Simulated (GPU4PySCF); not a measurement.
Si(Me)(OEt)3 (C7H18O3Si), SMILES O([Si](C)(OCC)OCC)CC. Coordinates come from a r2SCAN-D4/def2-TZVP optimisation. The isomer is the one that the SMILES or the coordinates give; other isomers of the formula were not compared. Other conformers were not sampled.

Computed equilibrium geometry at r2SCAN-D4/def2-TZVP (GPU4PySCF confirms it by a frequency run) as bond lengths and angles (one conformer of several):
Atoms: C1 C2 O3 Si4 C5 O6 C7 C8 O9 C10 C11 H12 H13 H14 H15 H16 H17 H18 H19 H20 H21 H22 H23 H24 H25 H26 H27 H28 H29. Bond lengths (Å): C1–C2 1.512, C1–H12 1.092, C1–H13 1.093, C1–H14 1.092, C2–O3 1.426, C2–H15 1.099, C2–H16 1.096, O3–Si4 1.634, Si4–C5 1.849, Si4–O6 1.645, Si4–O9 1.634, C5–H17 1.093, C5–H18 1.092, C5–H19 1.093, O6–C7 1.425, C7–C8 1.512, C7–H20 1.099, C7–H21 1.098, C8–H22 1.093, C8–H23 1.092, C8–H24 1.092, O9–C10 1.429, C10–C11 1.511, C10–H25 1.098, C10–H26 1.096, C11–H27 1.092, C11–H28 1.093, C11–H29 1.092. Bond angles (°): C2–C1–H12 110.4, C2–C1–H13 110.4, C2–C1–H14 110.5, H12–C1–H13 108.6, H12–C1–H14 108.4, H13–C1–H14 108.6, C1–C2–O3 108.9, C1–C2–H15 110.2, C1–C2–H16 110.8, O3–C2–H15 109.4, O3–C2–H16 109.6, H15–C2–H16 107.8, C2–O3–Si4 125.0, O3–Si4–C5 113.7, O3–Si4–O6 105.3, O3–Si4–O9 107.9, C5–Si4–O6 111.7, C5–Si4–O9 106.6, O6–Si4–O9 111.7, Si4–C5–H17 111.2, Si4–C5–H18 110.7, Si4–C5–H19 111.1, H17–C5–H18 107.7, H17–C5–H19 107.9, H18–C5–H19 108.2, Si4–O6–C7 123.0, O6–C7–C8 109.1, O6–C7–H20 110.0, O6–C7–H21 109.5, C8–C7–H20 110.4, C8–C7–H21 110.3, H20–C7–H21 107.5, C7–C8–H22 110.5, C7–C8–H23 110.3, C7–C8–H24 110.4, H22–C8–H23 108.6, H22–C8–H24 108.6, H23–C8–H24 108.3, Si4–O9–C10 122.9, O9–C10–C11 108.9, O9–C10–H25 109.7, O9–C10–H26 109.2, C11–C10–H25 110.6, C11–C10–H26 110.8, H25–C10–H26 107.6, C10–C11–H27 110.4, C10–C11–H28 110.4, C10–C11–H29 110.6, H27–C11–H28 108.6, H27–C11–H29 108.3, H28–C11–H29 108.6.
Charge 0, spin multiplicity 1.
